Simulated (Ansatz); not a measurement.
`C=C(F)O[SiH2]C` + `N[SiH3]` → `C=C(F)[SiH2]N` + `C[SiH2]O`  (formal exchange of groups at a C–O bond)

Computed with Ansatz on PBE0-D4/def2-TZVP structures; ΔE is electronic, products minus reactants. CCSD(T)/CBS is the MP2 limit (def2-TZVPP, def2-QZVPP) plus CCSD(T) − MP2 in def2-TZVPP, frozen cores. This one scheme is used for every species. DFT in def2-TZVPP. B3LYP here is the variant with VWN-RPA as its local correlation; programs differ in this. Each species was taken in one conformer, which may not be the lowest.

```
             level  ΔE (kJ/mol)  difference from CCSD(T)/CBS
            PBE-D4        -34.5                         11.4
           PBE0-D4        -33.4                         12.5
           ωB97M-V        -36.4                          9.5
               PBE        -35.0                         10.9
             B3LYP        -35.1                         10.8
SCS-MP2/def2-TZVPP        -39.8                          6.1
   CCSD/def2-TZVPP        -38.8                          7.1
     HF/def2-QZVPP        -29.9                         16.0
    MP2/def2-QZVPP        -45.9                          0.0
    CCSD/CBS(def2)        -45.4                          0.5
       CCSD(T)/CBS        -45.9                            0
```

Largest T1 diagnostic among the species: 0.012.

In def2-TZVPP, CCSD(T) changes the Hartree–Fock value by −10.1 kJ/mol (the triples alone add −0.5 kJ/mol) and MP2 by −12.7 kJ/mol.
